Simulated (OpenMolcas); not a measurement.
**V3+: ligand-field states by method**

V3+ with 4 ligands (chloride) in tetrahedral coordination (Td) at 2.27 Å. A charge of +0.25 e stands 2.6 Å behind each ligand. Ligand basis ANO-RCC-VDZP.

| Item | Value |
| --- | --- |
| Program | OpenMolcas |
| Basis | ANO-RCC-VDZP [5s4p2d1f] |
| Scalar Hamiltonian | DKH2, point nucleus |
| Active space | 2 electrons in 5 orbitals (3d) |
| State averaging | 2S+1 = 3 even, 10 roots; 2S+1 = 1 even, 15 roots |
| Spin-orbit coupling | state interaction with AMFI integrals over the reference wave functions |

I. CASSCF
II. SS-CASPT2, IPEA 0.25 Eh, imaginary shift 0.1 Eh (closed shells correlated: 3s 3p and the ligand valence shells)

Spin-free states (labels of Td) in cm-1, each column counted from its own energy of the first state listed:

```tsv
State	Degeneracy	I	II
3A2	1	0	0
3T2	3	5504	4980
3T1	3	9437	10090
1E	2	13737	9260
1T2	3	18458	13850
3T1	3	20611	17760
1A1	1	21495	16230
1T1	3	22943	18840
1E	2	25860	23080
1T2	3	27053	23810
1A1	1	50053	39630
```

From I to II, I's first state of the same spin (3T2) moves from 5504 to 4980 cm-1, by about -520 cm-1.

From I to II, I's first state of another spin (1E) moves from 13737 to 9260 cm-1, by about -4500 cm-1.

χT at 300 K: I 0.97, II 0.97 cm3 K/mol.

Roots that are degenerate in the reference are averaged as groups; the widest CASPT2 spread within a group is 770 cm-1 (the 3-fold group of multiplicity 1 near 18800 cm-1 above the lowest state of its run, II). Shifts and gaps below about the spread of the groups concerned are not significant. Over all roots computed the reference weight is 0.72 to 0.74 in II; a low but even weight reflects the number of correlated electrons. Ligand-to-metal charge-transfer states are missing. With no ligand orbital active B as a rule stays too high, so bands that hang on it stand too high and its fall with covalency is understated. Without dynamic correlation the repulsion within the d shell is too large (B by tens of per cent), so at a given field states of lower spin stand too high (holds for I). With metal d orbitals alone and no dynamic correlation the field as a rule comes out too small, by tens of per cent, by up to half for chloride and softer ligands (holds for I). These CASPT2 states fit no ligand-field parameters well, so their order and spin gaps are uncertain (holds for II). With one d shell and no ligand orbital active, 10Dq can be off by a tenth or more (holds for II). No measured value stands beside these numbers; the geometry was imposed, not optimised, and the real ion may take another.
